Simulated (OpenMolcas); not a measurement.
# Levels of Os5+ by method

```yaml
Program: OpenMolcas 26.06
Basis: ANO-RCC-VTZP [8s7p5d3f2g1h]
Scalar_Hamiltonian: DKH2, point nucleus
Active_space: 9 electrons in 8 orbitals (RAS1 5p, at most 2 holes; RAS2 5d)
State_averaging: 2S+1 = 4 even, 10 roots; 2S+1 = 2 even, 40 roots
Spin-orbit_coupling: state interaction with AMFI integrals over the reference wave functions, term energies averaged over their components
```

Methods on the same reference wave functions:
A. RASSCF
B. SS-RASPT2, IPEA 0.25 Eh, imaginary shift 0.1 Eh (closed shells correlated: 5s)
C. MS-RASPT2, IPEA 0.25 Eh, imaginary shift 0.1 Eh (closed shells correlated: 5s)

Energies in cm-1 above 5d3 4F 3/2, the measured ground level; measured values from the list in Brasseur, Palmeri and Quinet, Atoms 13, 11 (2025).

```csv
Level,A,B,C,Measured
5d3 4F 3/2,0.0,0.0,0.0,0.0
5d3 4F 5/2,6561,6800,6770,6397
5d3 4F 7/2,12057,12050,12020,11444
5d3 4F 9/2 [55 %],15972,15350,15320,
5d3 4P 1/2 [66 %],18935,17480,17450,16772
5d3 2G 7/2,25547,23950,23920,22920
5d3 2H 9/2 [56 %],26807,25140,25110,24028
5d3 4P 5/2,26973,25970,25990,24828
5d3 2P 1/2 [66 %],32187,30000,29970,28860
5d3 2H 11/2,36233,33520,33480,32156
5d3 2D 5/2(1),37775,36410,36160,34418
5d3 2G 9/2 [56 %],40560,38630,38600,37019
5d3 2P 3/2 [55 %],43713,41600,41670,40203
5d3 2F 5/2,45175,41530,41460,39601
5d3 2F 7/2,45973,42300,42260,40447
5d3 2D 3/2(2),66062,62700,62500,
5d3 2D 5/2(2),66478,63150,63320,61005
```

Deviations, from unrounded energies. A percentage is the sum of absolute deviations over the sum of measured energies, with the sign that they share, or ± where signs differ.

| Against measurement | Levels | A | B | C |
| --- | --- | --- | --- | --- |
| mean absolute deviation (cm-1) | 14 | 3200 | 1300 | 1300 |
| fine structure of the ground term (%) | 2 | +4.4 | +5.7 | +5.3 |
| other terms of the ground configuration (%) | 12 | +11.0 | +4.3 | +4.3 |

B, C lie about equally close to measurement and A furthest from it. The largest miss of C in the table is 5d3 2D 5/2(2), by +2300 cm-1. The ranking rests on the paired levels alone, and a cruder setting can come out closer through cancelling errors.

Between B and C the level of the table that moves most is 5d3 2D 5/2(1), by 250 cm-1 (lowest in C, highest in B). Moves below CASPT2's spread within the term are not significant.

The mean deviations of B to C differ by less than CASPT2's widest spread within a term (870 cm-1), so their order carries little weight.

From A to B the spin-free energies of the other terms of 5d3 shown, above 4F, scale by factors of 0.83 to 0.92, as is usual when dynamic correlation screens the repulsion within a d or f shell.

The lowest spin-free term lies below A's lowest term by 0.206 hartree in B, 0.206 hartree in C.

CASPT2 does not keep the components of a term degenerate, so their means are used; among the terms shown or strongly mixed into the levels shown the widest spread is 870 cm-1 (5d3 4F, C). Active for correlation alone: 5p; no level in the range computed is led by a configuration that opens it, so any true level of that kind is missing. Without dynamic correlation excited terms often stand tens of per cent too high (terms of higher spin than the ground term too low), and those without a measured partner can miss by more than the paired ones (holds for A). Measured partners are found by configuration, term and J. A level has none where our copy of the source lacks it or the pairing is in doubt (some pairs that miss far off the trend of their configuration count as doubtful), and it then counts in no deviation. Levels of configurations outside the active space are missing. Levels that lie high or do not pair safely by name in every column are left out.

A share in square brackets marks a mixed level and gives the weight of the term that names it, the lowest over the columns. A number in round brackets counts repeated terms of one configuration in the order of the reference energies.
